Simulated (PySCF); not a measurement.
# Computed records: AlBGeH4N, C2H9AlGe, AlBGeH5N, B2GeH7N and others

All values are calculated (PySCF 2.14.0). Calculation on a computer-drawn molecule: the log of a Hartree-Fock and frozen-core CCSD(T) single point meant for a local Hartree-Fock minimum, with one planted fault or none, to be diagnosed. Offsets are logged minus clean, where the clean run is the same molecule without the fault. The reference is restricted for singlets and unrestricted otherwise, and also for a bond in bohr or an excited solution. Adding or removing an electron swaps singlet and doublet. The excited solution moves the top pair (singlet) or top alpha electron (doublet) to the lowest empty orbital. Highest occupied and lowest empty are orbital energies over both spins, largest force is the largest gradient component, triples share is (T) over the correlation energy, the T1 limit is 0.02 restricted and 0.045 unrestricted, electrons count all cores, a negative frequency is imaginary (commonest isotopes), and the dipole is about the centre of nuclear charge; on germanium a core potential holds 10 electrons, which the energies leave out, and 3d is frozen in MP2 and coupled-cluster steps.

Common to all runs: logged SCF converged yes; logged CC converged yes; logged SCF stable within its kind yes; possible faults no fault, one electron removed, one electron added, multiplicity raised by two, geometry at a saddle point, SCF held on an excited solution, minimal basis STO-3G, one bond length entered in bohr, all coordinates scaled.

(1) 
```xyz
8
formula=AlBGeH4N meant_charge=1 meant_multiplicity=1 meant_basis=cc-pV(D+d)Z meant_basis_and_core_potential_on_germanium=cc-pVDZ-PP_ECP10MDF logged_electrons=60 logged_basis_functions=94 logged_spin_squared=0.7021 logged_highest_occupied=-13.92 logged_lowest_empty=-3.8589 logged_largest_force=0.019126 logged_T1_diagnostic=0.064622 logged_D1_diagnostic=0.2715 logged_triples_share=0.040442 logged_dipole_magnitude=3.6082 logged_energy_HF=-616.35989 logged_energy_CCSD(T)=-616.7838 planted_fault=one_bond_length_entered_in_bohr,row_4_of_the_drawn_bonds HF_energy_offset_from_clean_run=76.9 CCSD(T)_energy_offset_from_clean_run=77.01
B      3.3514     0.6325    -2.6688
Ge     3.3356    -1.0880    -1.4954
N      2.8675    -1.0563     0.1440
Al     2.4376    -1.1617     1.7362
H      5.2296     1.8672    -2.7401
H      2.3632     0.9235    -3.2646
H      3.7449    -2.4411    -2.0680
H      2.0312    -1.2277     3.2204
```

Units: logged_highest_occupied, logged_lowest_empty in eV; logged_largest_force in hartree/bohr; logged_dipole_magnitude in debye; logged_energy_HF, logged_energy_CCSD(T) in hartree; HF_energy_offset_from_clean_run, CCSD(T)_energy_offset_from_clean_run in kcal/mol.

Drawn bonds:
```tsv
atom	other atom	order
1	2	1
2	3	1
3	4	2
1	5	1
1	6	1
2	7	1
4	8	1
```

Notes: T1 above single-reference limit.

(2) 
```xyz
13
formula=C2H9AlGe meant_charge=0 meant_multiplicity=1 meant_basis=cc-pV(D+d)Z meant_basis_and_core_potential_on_germanium=cc-pVDZ-PP_ECP10MDF logged_electrons=66 logged_basis_functions=119 logged_spin_squared=0 logged_highest_occupied=-10.363 logged_lowest_empty=1.2256 logged_largest_force=0.038189 logged_T1_diagnostic=0.010458 logged_D1_diagnostic=0.022695 logged_triples_share=0.03003 logged_dipole_magnitude=1.0551 logged_energy_HF=-616.19903 logged_energy_CCSD(T)=-616.7547 planted_fault=all_coordinates_scaled,by_+7.0_% HF_energy_offset_from_clean_run=28.67 CCSD(T)_energy_offset_from_clean_run=20.85
Al    -1.2261     0.0716     0.6523
C      0.6848     0.9827     0.6637
C      1.9722     0.0153     1.0304
Ge     2.3681    -1.4042    -0.4730
H     -1.5522    -1.2223     1.6981
H     -2.4652     0.6931    -0.3226
H      0.8641     1.5366    -0.3560
H      0.6127     1.8507     1.4591
H      1.7857    -0.5712     2.0261
H      2.9486     0.6411     1.1940
H      2.9510    -0.6780    -1.8257
H      3.4304    -2.5540     0.0171
H      0.9468    -2.1432    -0.8804
```

Units: logged_highest_occupied, logged_lowest_empty in eV; logged_largest_force in hartree/bohr; logged_dipole_magnitude in debye; logged_energy_HF, logged_energy_CCSD(T) in hartree; HF_energy_offset_from_clean_run, CCSD(T)_energy_offset_from_clean_run in kcal/mol.

Drawn bonds:
```tsv
atom	other atom	order
1	2	1
2	3	1
3	4	1
1	5	1
1	6	1
2	7	1
2	8	1
3	9	1
3	10	1
4	11	1
4	12	1
4	13	1
```

(3) 
```xyz
9
formula=AlBGeH5N meant_charge=0 meant_multiplicity=1 meant_basis=cc-pV(D+d)Z meant_basis_and_core_potential_on_germanium=cc-pVDZ-PP_ECP10MDF logged_electrons=62 logged_basis_functions=99 logged_spin_squared=0.833 logged_highest_occupied=-7.0137 logged_lowest_empty=1.4153 logged_largest_force=0.0069109 logged_T1_diagnostic=0.045224 logged_D1_diagnostic=0.19787 logged_triples_share=0.041333 logged_dipole_magnitude=4.5358 logged_energy_HF=-617.16532 logged_energy_CCSD(T)=-617.62463 planted_fault=one_bond_length_entered_in_bohr,row_6_of_the_drawn_bonds HF_energy_offset_from_clean_run=62.06 CCSD(T)_energy_offset_from_clean_run=68.85
B     -0.9055     1.5775    -1.1194
Ge     0.1894    -0.1855    -0.8749
N      1.6340     0.2758     0.1149
Al     2.9279     0.6738     0.9994
H     -1.6995     1.9349    -0.2908
H     -0.7029     2.3189    -2.0435
H     -1.3516    -2.2604     0.4824
H      0.6353    -0.7912    -2.2242
H      4.1661     1.0703     1.8492
```

Units: logged_highest_occupied, logged_lowest_empty in eV; logged_largest_force in hartree/bohr; logged_dipole_magnitude in debye; logged_energy_HF, logged_energy_CCSD(T) in hartree; HF_energy_offset_from_clean_run, CCSD(T)_energy_offset_from_clean_run in kcal/mol.

Drawn bonds:
```tsv
atom	other atom	order
1	2	1
2	3	1
3	4	2
1	5	1
1	6	1
2	7	1
2	8	1
4	9	1
```

Notes: T1 above single-reference limit.

(4) 
```xyz
11
formula=B2GeH7N meant_charge=0 meant_multiplicity=1 meant_basis=cc-pVDZ meant_basis_and_core_potential_on_germanium=cc-pVDZ-PP_ECP10MDF logged_electrons=57 logged_basis_functions=100 logged_spin_squared=0.7602 logged_highest_occupied=0.3339 logged_lowest_empty=7.1984 logged_largest_force=0.035933 logged_T1_diagnostic=0.017792 logged_D1_diagnostic=0.080612 logged_triples_share=0.028625 logged_dipole_magnitude=14.659 logged_energy_HF=-401.22655 logged_energy_CCSD(T)=-401.75576 planted_fault=one_electron_added HF_energy_offset_from_clean_run=30.2 CCSD(T)_energy_offset_from_clean_run=16.13
B      1.6344     0.7433    -0.0770
B      0.3558    -0.3296    -0.4319
N     -0.9581    -0.2276     0.0602
Ge    -2.3863    -1.3588    -0.2908
H      1.8728     1.7037    -0.7651
H      2.3865     0.5595     0.8469
H      0.5979    -1.2600    -1.1711
H     -1.1682     0.5390     0.6723
H     -1.8840    -2.4487    -1.2293
H     -2.8945    -1.9573     1.0250
H     -3.5212    -0.5569    -0.9367
```

Units: logged_highest_occupied, logged_lowest_empty in eV; logged_largest_force in hartree/bohr; logged_dipole_magnitude in debye; logged_energy_HF, logged_energy_CCSD(T) in hartree; HF_energy_offset_from_clean_run, CCSD(T)_energy_offset_from_clean_run in kcal/mol.

Drawn bonds:
```tsv
atom	other atom	order
1	2	1
2	3	1
3	4	1
1	5	1
1	6	1
2	7	1
3	8	1
4	9	1
4	10	1
4	11	1
```

Notes: highest electron not bound in this basis.

(5) 
```xyz
6
formula=ClGeH2OSi meant_charge=0 meant_multiplicity=2 meant_basis=cc-pV(D+d)Z meant_basis_and_core_potential_on_germanium=cc-pVDZ-PP_ECP10MDF logged_electrons=72 logged_basis_functions=93 logged_spin_squared=0 logged_highest_occupied=-16.986 logged_lowest_empty=-7.9875 logged_largest_force=0.054555 logged_T1_diagnostic=0.028504 logged_D1_diagnostic=0.11019 logged_triples_share=0.036024 logged_dipole_magnitude=8.3021 logged_energy_HF=-1117.55055 logged_energy_CCSD(T)=-1118.09457 planted_fault=one_electron_removed HF_energy_offset_from_clean_run=203 CCSD(T)_energy_offset_from_clean_run=202
O     -2.1552     0.5412    -4.1675
Si    -2.3078    -0.5625    -3.1737
Cl    -2.6255    -2.5111    -3.6913
Ge    -2.3974    -0.3181    -0.8286
H     -1.6936     0.9380    -0.3306
H     -1.9942    -1.5774    -0.0682
```

Units: logged_highest_occupied, logged_lowest_empty in eV; logged_largest_force in hartree/bohr; logged_dipole_magnitude in debye; logged_energy_HF, logged_energy_CCSD(T) in hartree; HF_energy_offset_from_clean_run, CCSD(T)_energy_offset_from_clean_run in kcal/mol.

Drawn bonds:
```tsv
atom	other atom	order
1	2	2
2	3	1
2	4	1
4	5	1
4	6	1
```

Notes: T1 above single-reference limit.

(6) 
```xyz
8
formula=CH4GeO2 meant_charge=0 meant_multiplicity=1 meant_basis=cc-pVDZ meant_basis_and_core_potential_on_germanium=cc-pVDZ-PP_ECP10MDF logged_electrons=58 logged_basis_functions=85 logged_spin_squared=2.0209 logged_highest_occupied=-6.5832 logged_lowest_empty=0.81129 logged_largest_force=0.10562 logged_T1_diagnostic=0.025162 logged_D1_diagnostic=0.14607 logged_triples_share=0.02516 logged_dipole_magnitude=1.5685 logged_energy_HF=-483.15678 logged_energy_CCSD(T)=-483.75959 planted_fault=multiplicity_raised_by_two HF_energy_offset_from_clean_run=49.81 CCSD(T)_energy_offset_from_clean_run=85.31
O     -0.1471    -0.0828    -2.8767
Ge     0.7376    -0.8357    -1.7459
C     -0.0134    -0.9344     0.0606
O     -1.3642    -0.5885     0.0423
H      2.1288    -1.4308    -1.9714
H      0.5724    -0.2757     0.7141
H      0.0924    -1.9467     0.4557
H     -1.5495    -0.0260    -0.6992
```

Units: logged_highest_occupied, logged_lowest_empty in eV; logged_largest_force in hartree/bohr; logged_dipole_magnitude in debye; logged_energy_HF, logged_energy_CCSD(T) in hartree; HF_energy_offset_from_clean_run, CCSD(T)_energy_offset_from_clean_run in kcal/mol.

Drawn bonds:
```tsv
atom	other atom	order
1	2	2
2	3	1
3	4	1
2	5	1
3	6	1
3	7	1
4	8	1
```

(7) 
```xyz
10
formula=CH6BClGe meant_charge=0 meant_multiplicity=1 meant_basis=cc-pV(D+d)Z meant_basis_and_core_potential_on_germanium=cc-pVDZ-PP_ECP10MDF logged_electrons=66 logged_basis_functions=104 logged_spin_squared=0 logged_highest_occupied=-10.536 logged_lowest_empty=1.6263 logged_largest_force=2.776e-05 logged_lowest_frequency=34.521 logged_T1_diagnostic=0.012516 logged_D1_diagnostic=0.047805 logged_triples_share=0.027084 logged_dipole_magnitude=0.58757 logged_energy_HF=-818.95361 logged_energy_CCSD(T)=-819.49325 planted_fault=no_fault HF_energy_offset_from_clean_run=0 CCSD(T)_energy_offset_from_clean_run=0
C      2.0342     0.9270     0.6089
Ge     0.0735     0.9661     0.5246
B     -0.8276    -0.6555     1.4891
Cl     0.1398    -1.9163     2.2596
H      2.4543     1.7867     0.0840
H      2.4145     0.0143     0.1467
H      2.3688     0.9529     1.6475
H     -0.4538     2.2628     1.1648
H     -0.3886     0.9697    -0.9438
H     -2.0116    -0.7995     1.5598
```

Units: logged_highest_occupied, logged_lowest_empty in eV; logged_largest_force in hartree/bohr; logged_lowest_frequency in cm⁻¹; logged_dipole_magnitude in debye; logged_energy_HF, logged_energy_CCSD(T) in hartree; HF_energy_offset_from_clean_run, CCSD(T)_energy_offset_from_clean_run in kcal/mol.

Drawn bonds:
```tsv
atom	other atom	order
1	2	1
2	3	1
3	4	1
1	5	1
1	6	1
1	7	1
2	8	1
2	9	1
3	10	1
```

(8) 
```xyz
11
formula=CH7BGeN meant_charge=0 meant_multiplicity=2 meant_basis=cc-pVDZ meant_basis_and_core_potential_on_germanium=cc-pVDZ-PP_ECP10MDF logged_electrons=57 logged_basis_functions=100 logged_spin_squared=0.7571 logged_highest_occupied=-7.0906 logged_lowest_empty=1.7677 logged_largest_force=0.11144 logged_T1_diagnostic=0.011622 logged_D1_diagnostic=0.048933 logged_triples_share=0.024606 logged_dipole_magnitude=3.7855 logged_energy_HF=-414.30065 logged_energy_CCSD(T)=-414.83774 planted_fault=all_coordinates_scaled,by_-10.0_% HF_energy_offset_from_clean_run=80.06 CCSD(T)_energy_offset_from_clean_run=92.71
B      0.3136     0.0422    -1.4618
Ge    -0.6077     1.2502    -0.5632
C     -0.1674     2.8924    -0.1180
N     -2.0767     0.9705     0.0802
H     -0.1171    -0.9291    -1.6477
H      1.2968     0.3131    -1.8133
H     -0.8059     3.5341    -0.5014
H      0.7317     3.1038    -0.4491
H     -0.1789     2.9899     0.8600
H     -2.5442     0.2400    -0.1673
H     -2.6221     1.6534     0.3024
```

Units: logged_highest_occupied, logged_lowest_empty in eV; logged_largest_force in hartree/bohr; logged_dipole_magnitude in debye; logged_energy_HF, logged_energy_CCSD(T) in hartree; HF_energy_offset_from_clean_run, CCSD(T)_energy_offset_from_clean_run in kcal/mol.

Drawn bonds:
```tsv
atom	other atom	order
1	2	1
2	3	1
2	4	1
1	5	1
1	6	1
3	7	1
3	8	1
3	9	1
4	10	1
4	11	1
```

(9) 
```xyz
7
formula=CH3GeO2 meant_charge=-1 meant_multiplicity=1 meant_basis=aug-cc-pVDZ meant_basis_and_core_potential_on_germanium=aug-cc-pVDZ-PP_ECP10MDF logged_electrons=58 logged_basis_functions=128 logged_spin_squared=0 logged_highest_occupied=-3.0886 logged_lowest_empty=4.0439 logged_largest_force=6.217e-06 logged_lowest_frequency=215.59 logged_T1_diagnostic=0.019567 logged_D1_diagnostic=0.058785 logged_triples_share=0.037733 logged_dipole_magnitude=2.1008 logged_energy_HF=-482.73962 logged_energy_CCSD(T)=-483.44783 planted_fault=no_fault HF_energy_offset_from_clean_run=0 CCSD(T)_energy_offset_from_clean_run=0
C     -1.8014    -0.0637    -0.8922
Ge    -0.2246    -0.2944    -0.0746
O      1.2838     0.3974    -0.0802
O     -0.2635    -1.6701     1.0978
H     -1.9343     0.7216    -1.6223
H     -2.6380    -0.7083    -0.6639
H      0.5956    -1.7272     1.4841
```

Units: logged_highest_occupied, logged_lowest_empty in eV; logged_largest_force in hartree/bohr; logged_lowest_frequency in cm⁻¹; logged_dipole_magnitude in debye; logged_energy_HF, logged_energy_CCSD(T) in hartree; HF_energy_offset_from_clean_run, CCSD(T)_energy_offset_from_clean_run in kcal/mol.

Drawn bonds:
```tsv
atom	other atom	order
1	2	2
2	3	1
2	4	1
1	5	1
1	6	1
4	7	1
```

(10) 
```xyz
10
formula=CH6Ge2O meant_charge=0 meant_multiplicity=1 meant_basis=cc-pVDZ meant_basis_and_core_potential_on_germanium=cc-pVDZ-PP_ECP10MDF logged_electrons=83 logged_basis_functions=104 logged_spin_squared=0.7582 logged_highest_occupied=-15.28 logged_lowest_empty=-5.8685 logged_largest_force=0.059607 logged_T1_diagnostic=0.026254 logged_D1_diagnostic=0.14188 logged_triples_share=0.029067 logged_dipole_magnitude=3.2485 logged_energy_HF=-702.63858 logged_energy_CCSD(T)=-703.18835
O     -1.7477     1.0682     2.3202
C     -0.9678     0.3363     1.4535
Ge     0.3827    -0.6422     2.0920
Ge    -1.4092     0.4329    -0.4495
H     -2.6634     0.9611     2.1025
H      0.7829    -0.6497     3.5549
H      1.3380    -1.3103     1.1245
H     -0.5411    -0.5524    -1.2316
H     -1.2089     1.8561    -0.9855
H     -2.8964     0.0785    -0.6290
```

Units: logged_highest_occupied, logged_lowest_empty in eV; logged_largest_force in hartree/bohr; logged_dipole_magnitude in debye; logged_energy_HF, logged_energy_CCSD(T) in hartree.

Drawn bonds:
```tsv
atom	other atom	order
1	2	1
2	3	2
2	4	1
1	5	1
3	6	1
3	7	1
4	8	1
4	9	1
4	10	1
```

Question: CH6Ge2O (entry 10): planted fault?
Answer: one electron removed

Further results for CH6Ge2O (entry 10):

- HF energy offset from clean run: 151.5 kcal/mol
- CCSD(T) energy offset from clean run: 177.3 kcal/mol
